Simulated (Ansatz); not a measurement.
Species: sum formula FeOFH (charge 0, quintet). The spin state was set by rule; other spins were not relaxed. 
Geometry from a B3LYP-D3(BJ)/def2-TZVP (Ansatz, a program for electronic structure) optimisation:
```xyz
4

Fe     0.0098     0.0069    -0.0118
F      1.1358     0.9823    -0.9668
O     -1.1322    -1.0074     0.8995
H     -1.4195    -0.9617     1.8124
```
Charge 0, spin multiplicity 5.

Total electronic energies in hartree. Correlated levels leave the core frozen unless marked. Open shells are spin-unrestricted. No spin-orbit coupling. The frozen core is the preceding noble-gas configuration, with the filled d and f shells of earlier blocks. No relativistic terms. CBS(X,Y): correlation extrapolated as X^-3; Hartree-Fock from the larger set. [CCSD(T)-MP2]/basis is that difference in the basis named. The program attaches cautions to a run behind r2SCAN0-D4/def2-TZVPD: asymmetric forces.

```
level                                                                 program  energy (Eh)
-------------------------------------------------------------  --------------  -----------
HF/def2-TZVPPD                                                         Ansatz  -1437.49534
BLYP/def2-TZVPD                                                        Ansatz  -1439.59744
revPBE-D3(BJ)/def2-TZVPD                                       Ansatz + dftd3  -1439.39104
revPBE-D4/def2-TZVPD                                           Ansatz + dftd4  -1439.39221
B3LYP-D4/def2-TZVPD                                            Ansatz + dftd4  -1439.58242
PBE0/6-31G*                                                            Ansatz  -1438.87539
PBE0/def2-SVP                                                          Ansatz  -1438.73146
PBE0-D3(BJ)/def2-TZVPD                                         Ansatz + dftd3  -1439.14522
PBE0/def2-TZVP                                                         Ansatz            ?
BHLYP-D4/def2-TZVPD                                            Ansatz + dftd4  -1439.44043
BHLYP/def2-TZVPD                                                       Ansatz  -1439.43836
r2SCANh/def2-TZVPD                                                     Ansatz  -1439.42453
r2SCAN0-D4/def2-TZVPD                                          Ansatz + dftd4  -1439.38940
B2GP-PLYP-D4/def2-TZVPD                                        Ansatz + dftd4  -1439.02239
B2PLYP-D4/def2-TZVPD                                           Ansatz + dftd4  -1439.15997
MP2/6-31G*                                                             Ansatz  -1437.71959
RI-MP2/def2-TZVPPD                                                     Ansatz  -1438.20354
RI-MP2/def2-QZVPP                                                      Ansatz  -1438.29180
SCS-MP2/6-31G                                                          Ansatz  -1437.51828
SCS-MP2/def2-TZVPPD                                                    Ansatz  -1438.14710
CCSD/STO-3G                                                            Ansatz  -1421.61765
CCSD(T)/def2-SVP                                                       Ansatz  -1437.61192
RI-MP2/CBS(def2-TZVPPD,def2-QZVPPD)+[CCSD(T)-MP2]/def2-TZVPPD          Ansatz   -1438.3622
```

Some entries are withheld; supply them.


- PBE0/def2-TZVP, energy (Eh): -1439.13908
